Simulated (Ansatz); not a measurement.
Several settings on one geometry of Li2Al3⁻ (that of the charge -1 singlet, PBE-D4/def2-TZVPD). Ansatz on 4 threads of Arm Neoverse N1 on a shared host; times are rough.

```tsv
atom	x (Å)	y (Å)	z (Å)
Li1	-1.3121	0.6362	-1.0676
Li2	-0.3367	-0.3275	1.7887
Al3	-0.5775	-1.9287	-0.5740
Al4	0.7906	2.0442	-0.0153
Al5	1.4357	-0.4242	-0.1318
```

Totals from different functionals, basis sets or treatments of relativity can't be compared as stabilities.

DK, ANO-RCC and x2c sets are all-electron and run with scalar relativity unless a key says otherwise. LC-ωPBE has ω = 0.4 bohr⁻¹. Correlated methods freeze 15 core orbitals; core or outer-core shells of Li are correlated, in sets that lack core-valence functions. A multiply charged anion in the gas phase is held together partly by the finite basis.

At PBE-D4/def2-TZVPD a triplet lies 0.11 eV below the restricted singlet of charge -1, at its own geometry.

The spins typed aren't always the lowest for that charge.

**Question.** Give the basis size and estimate the energy, ⟨S²⟩ and time of these runs.

| run | method | charge | state | further keys |
| --- | --- | --- | --- | --- |
| 1 | RKS BLYP-D4/x2c-TZVPPall | -1 | singlet | scf: {lower_state_search: light}; forces asked |
| 2 | RKS PBEsol/cc-pVTZ | -1 | singlet | scf: {omitted_lower_state_checks: [starts]}; forces asked |
| 3 | RKS PBE0-DH/aug-cc-pVDZ | -1 | singlet | scf: {omitted_lower_state_checks: [starts]}; forces asked |
| 4 | UKS LC-ωPBE/ANO-RCC-VTZP | -2 | doublet | scf: {omitted_lower_state_checks: [starts]}; forces asked |

**Answer.** 
```json
{"run": "1", "functions": "164", "energy (Eh)": "-743.6954", "⟨S²⟩": "–", "wall time": "6.5 s"}
{"run": "2", "functions": "162", "energy (Eh)": "-740.3548", "⟨S²⟩": "–", "wall time": "3.5 s"}
{"run": "3", "functions": "127", "energy (Eh)": "-741.8900", "⟨S²⟩": "–", "wall time": "14 s"}
{"run": "4", "functions": "162", "energy (Eh)": "-743.2746", "⟨S²⟩": "2.15", "wall time": "41 s"}
```

The highest occupied level of an anion often lies above zero with these methods, and sets without diffuse functions describe the outer electron poorly. At RKS PBE0-DH/aug-cc-pVDZ the restricted singlet is unstable: a solution with broken spin symmetry lies lower. At UKS LC-ωPBE/ANO-RCC-VTZP the charge -2 doublet is spin-contaminated (final ⟨S²⟩ up to 2.15, 0.75 for a pure state).
